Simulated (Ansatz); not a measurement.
Geometry optimisation, Ansatz 0.2.0, DFT LDA, scalar-relativistic, plane waves, PAW.

Input file:

```yaml
accuracy: low
crystal:
  lattice:
    - [7.387659, 0.0, 0.0]
    - [0.0, 7.387659, 0.0]
    - [0.0, 0.0, 7.387659]
  atoms:
    - { symbol: O, position: [0.28425, 0.9138578, 0.6652776] }
    - { symbol: C, position: [0.37409, 1.0012545, 0.5322073] }
    - { symbol: O, position: [0.5276275, 0.9682793, 0.4845376] }
    - { symbol: H, position: [0.3680021, 0.8221422, 0.7119561] }
    - { symbol: H, position: [0.2866342, 1.1062491, 0.4743725] }
    - { symbol: O, position: [0.482274, 0.4769029, 0.7027391] }
    - { symbol: C, position: [0.6166106, 0.5900687, 0.6521002] }
    - { symbol: O, position: [0.7156024, 0.6710532, 0.7549381] }
    - { symbol: H, position: [0.483468, 0.4756227, 0.8354116] }
    - { symbol: H, position: [0.6219694, 0.5970918, 0.5039813] }
    - { symbol: O, position: [0.7452332, 0.4604512, 0.1499615] }
    - { symbol: C, position: [0.7443459, 0.6393243, 0.1876543] }
    - { symbol: O, position: [0.6889948, 0.756689, 0.087179] }
    - { symbol: H, position: [0.6932719, 0.4483198, 0.0284794] }
    - { symbol: H, position: [0.8013282, 0.6615184, 0.3228493] }
    - { symbol: O, position: [0.1701559, 0.2449391, 0.2116461] }
    - { symbol: C, position: [0.2725164, 0.3118855, 0.0757873] }
    - { symbol: O, position: [0.2539609, 0.275456, -0.0831532] }
    - { symbol: H, position: [0.0817961, 0.1640745, 0.1545628] }
    - { symbol: H, position: [0.374571, 0.403956, 0.1316902] }
    - { symbol: O, position: [0.0805753, 0.6438613, 0.1091234] }
    - { symbol: C, position: [0.1824897, 0.7823426, 0.1711999] }
    - { symbol: O, position: [0.3366129, 0.8143349, 0.1247668] }
    - { symbol: H, position: [0.1565399, 0.5785526, 0.0221223] }
    - { symbol: H, position: [0.1041799, 0.8608923, 0.2697634] }
    - { symbol: O, position: [0.8685673, 0.1083738, 0.9610069] }
    - { symbol: C, position: [0.7234619, 0.082322, 0.8529198] }
    - { symbol: O, position: [0.5842305, 0.0081028, 0.8980821] }
    - { symbol: H, position: [0.8365942, 0.0558806, 1.0785962] }
    - { symbol: H, position: [0.7513478, 0.1386387, 0.7185023] }
    - { symbol: O, position: [0.096013, 0.397686, 0.5523404] }
    - { symbol: C, position: [0.1350084, 0.5714956, 0.5112711] }
    - { symbol: O, position: [0.2855993, 0.6303231, 0.4830712] }
    - { symbol: H, position: [0.2121019, 0.333453, 0.5539356] }
    - { symbol: H, position: [0.0095395, 0.6506185, 0.5074815] }
    - { symbol: O, position: [0.7893645, -0.0750101, 0.5995067] }
    - { symbol: C, position: [0.8930439, 0.0568615, 0.5268599] }
    - { symbol: O, position: [1.0406729, 0.0341793, 0.4588547] }
    - { symbol: H, position: [0.857941, -0.1876831, 0.5851149] }
    - { symbol: H, position: [0.82293, 0.1870642, 0.5390481] }
basis:
  ecutwfc: 420.0
kpoints:
  mp_grid: { grid: [1, 1, 1] }
hamiltonian:
  xc: lda
scf:
  occupations: { method: fermi_dirac, width: 0.05 }
  lower_state_search: "off"
relax:
  f_tol: 0.3
  max_steps: 15
  adjacent_minimum: "off"
```

Launched with:

```bash
$ ansatz run input.yaml --threads 1 --pin off --max-ram 3072MiB --backend cpu --events-out ev --progress --plain --runs-dir out
```

Problem. Where does it end, and by what steps?

Solution. The run ended unconverged. Limits of this set-up: coarse k mesh, low accuracy level. After 14 steps the energy has fallen by 6.489 eV; H30 moved furthest, 2.34 Å.

```json
{"step": "0", "energy less start (eV)": "0.0000", "largest force component (eV/Å)": "3.556", "accepted": "yes"}
{"step": "1", "energy less start (eV)": "-1.5468", "largest force component (eV/Å)": "1.493", "accepted": "yes"}
{"step": "2", "energy less start (eV)": "-2.3717", "largest force component (eV/Å)": "0.731", "accepted": "yes"}
{"step": "3", "energy less start (eV)": "-3.1126", "largest force component (eV/Å)": "0.889", "accepted": "yes"}
{"step": "4", "energy less start (eV)": "-3.8367", "largest force component (eV/Å)": "1.004", "accepted": "yes"}
{"step": "5", "energy less start (eV)": "-4.3130", "largest force component (eV/Å)": "1.161", "accepted": "yes"}
{"step": "6", "energy less start (eV)": "-4.8526", "largest force component (eV/Å)": "0.837", "accepted": "yes"}
{"step": "7", "energy less start (eV)": "-5.2836", "largest force component (eV/Å)": "0.605", "accepted": "yes"}
{"step": "8", "energy less start (eV)": "-5.5753", "largest force component (eV/Å)": "0.653", "accepted": "yes"}
{"step": "9", "energy less start (eV)": "-5.8282", "largest force component (eV/Å)": "1.092", "accepted": "yes"}
{"step": "10", "energy less start (eV)": "-6.0419", "largest force component (eV/Å)": "0.936", "accepted": "yes"}
{"step": "11", "energy less start (eV)": "-6.2171", "largest force component (eV/Å)": "0.567", "accepted": "yes"}
{"step": "12", "energy less start (eV)": "-6.3378", "largest force component (eV/Å)": "0.645", "accepted": "yes"}
{"step": "13", "energy less start (eV)": "-6.4232", "largest force component (eV/Å)": "0.632", "accepted": "yes"}
{"step": "14", "energy less start (eV)": "-6.4889", "largest force component (eV/Å)": "0.413", "accepted": "yes"}
```

```xyz
40
Lattice="7.3877 0.0000 0.0000 0.0000 7.3877 0.0000 0.0000 0.0000 7.3877" Properties=species:S:1:pos:R:3
O 2.049 7.396 5.190
C 2.807 7.238 4.127
O 3.762 6.497 4.039
H 2.305 6.775 5.954
H 2.469 7.913 3.299
O 3.398 2.970 5.008
C 4.238 3.908 4.707
O 5.058 4.380 5.492
H 3.425 2.653 5.979
H 4.126 4.251 3.663
O 4.718 4.217 0.713
C 5.083 5.376 1.156
O 5.434 6.280 0.403
H 4.817 4.226 -0.316
H 5.089 5.488 2.264
O 1.514 1.359 1.567
C 2.403 1.962 0.856
O 2.173 2.504 -0.225
H 0.589 1.274 1.083
H 3.429 1.931 1.276
O 0.505 4.409 0.260
C 1.183 5.519 0.409
O 2.223 5.773 -0.175
H 1.094 3.717 -0.186
H 0.679 6.222 1.108
O 6.656 0.964 7.882
C 6.015 1.783 7.081
O 4.833 1.686 6.840
H 6.067 0.044 8.033
H 6.671 2.579 6.651
O 0.820 3.117 4.323
C 0.902 3.970 3.314
O 1.927 4.219 2.721
H 1.763 2.842 4.544
H -0.080 4.445 3.072
O 6.273 -0.559 5.208
C 6.765 -0.137 4.078
O 6.839 -0.783 3.045
H 5.841 -1.475 5.163
H 7.116 0.931 4.166
```

Time of the run: 49 s on 1 thread of Arm Neoverse V1 (shared host), peak memory 0.39 GiB.
